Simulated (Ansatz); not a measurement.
`[F][Ge]([O][SiH3])([O][SiH3])[O][SiH3]`, 17 atoms. Charge 0, multiplicity 1. Correlated methods include outer-core shells of Ge, which these sets cover unevenly. Scalar relativity is left out up to krypton. Hardware: A = 4 threads of an AMD EPYC 7R13 on a shared host and a share of an NVIDIA H100 80 GB; B = 4 threads of an AMD EPYC 7R13 on a shared host. Correlated methods freeze the cores.

How many basis functions does each run have, and how long does it take in Ansatz? RKS r2SCAN0-D4/def2-TZVPP energy [A]; RKS PBE0-D4/def2-TZVP relaxation (33 steps) [A]; RKS PBE-QIDH (frozen core)/def2-TZVPP energy [A]; direct RPA on PBE orbitals/def2-TZVPP energy [A]; RKS PBE0-D4/def2-QZVPP energy [A]; RHF-CCSD(T)/def2-TZVPP energy [A]; RKS ωB97M-V/def2-SVP energy [B]; RKS PBE0-D4/def2-SVP energy [B]; RHF-MP2/def2-QZVPP energy [A]; RKS ωB97M-V/def2-QZVPP energy [A]; RHF-CCSD(T)/def2-SVP energy [A]; RKS BHLYP-D4/def2-TZVPP energy [A]. (An estimate is asked.)

Ansatz gave: Other jobs shared the machine, so times are rough.

| level | job | functions | wall time | peak host memory (GiB) |
| --- | --- | --- | --- | --- |
| RHF-CCSD(T)/def2-SVP | energy [A] | 187 | 3.1 s | 0.8 |
| RKS PBE0-D4/def2-SVP | energy [B] | 187 | 3.2 s | 0.71 |
| RKS PBE-QIDH (frozen core)/def2-TZVPP | energy [A] | 424 | 3.8 s | 1.9 |
| RKS BHLYP-D4/def2-TZVPP | energy [A] | 424 | 4.3 s | 0.93 |
| RKS r2SCAN0-D4/def2-TZVPP | energy [A] | 424 | 4.9 s | 0.96 |
| RKS PBE0-D4/def2-QZVPP | energy [A] | 797 | 5 s | 1.4 |
| direct RPA on PBE orbitals/def2-TZVPP | energy [A] | 424 | 5.5 s | 1.9 |
| RHF-MP2/def2-QZVPP | energy [A] | 797 | 6.5 s | 1.4 |
| RKS ωB97M-V/def2-QZVPP | energy [A] | 797 | 7.5 s | 1.5 |
| RKS ωB97M-V/def2-SVP | energy [B] | 187 | 10 s | 1 |
| RHF-CCSD(T)/def2-TZVPP | energy [A] | 424 | 18 s | 0.91 |
| RKS PBE0-D4/def2-TZVP | relaxation (33 steps) [A] | 337 | 57 s | 1.1 |
